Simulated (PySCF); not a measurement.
# How the method changes the shape and vibrations of AlBFH3N

Calculated results; nothing here was measured. They come from PySCF 2.14.0, an open-source quantum chemistry program, on an isolated molecule that a program drew, which may never have been made. The molecule is AlBFH3N (charge 0, doublet), drawn as the SMILES string `N[B][AlH][F]`.

The geometry was optimised and harmonic frequencies were computed with HF and MP2, all in the cc-pV(D+d)Z basis, for the commonest isotopes, with a restricted reference for singlets and an unrestricted one otherwise, and a frozen core in MP2. Each result is a local minimum of its method.

Geometry at the HF minimum:
```xyz
7
AlBFH3N, angstrom
N     0.7849   -2.2101    0.3641
B     1.1736   -1.4978    1.4644
Al    1.7558   -0.4217    3.0776
F     1.6244   -1.1236    4.5795
H    -0.1492   -2.1956    0.0023
H     1.4027   -2.8094   -0.1485
H     2.3287    1.0404    3.0244
```

Lengths of the bonds as drawn, in Å (atoms numbered as above):
| bond | HF | MP2 |
|---|---|---|
| N1-B2 | 1.367 | 1.375 |
| B2-Al3 | 2.025 | 2.029 |
| Al3-F4 | 1.663 | 1.683 |
| N1-H5 | 1.002 | 1.018 |
| N1-H6 | 1.002 | 1.018 |
| Al3-H7 | 1.571 | 1.573 |

Rotational constants, in GHz:
```
constant,HF,MP2
A,21.28,21.11
B,2.4,2.366
C,2.183,2.154
```

Harmonic frequencies in cm^-1, each column in rising order, so a row needn't be the same motion in every method:
```
rank    HF   MP2
   1   101   124
   2   138   129
   3   332   324
   4   368   345
   5   475   454
   6   514   500
   7   590   574
   8   703   674
   9   840   817
  10   977   901
  11  1506  1463
  12  1730     ?
  13  2022  1992
  14  3768  3571
  15  3861  3671
```

**Estimate the missing MP2 frequency from the HF column.**

A single factor s that minimises the squared misfit of MP2 against s times HF over the other rows is sum(HF x MP2) / sum(HF^2) = 0.9548, with an rms misfit of 23 cm^-1. For rank 12 it gives 0.9548 x 1730 = 1652 cm^-1. The calculation gives 1608 cm^-1, 44 cm^-1 below the estimate. The drawn bonds are on average 0.9 % longer in MP2 than in HF.
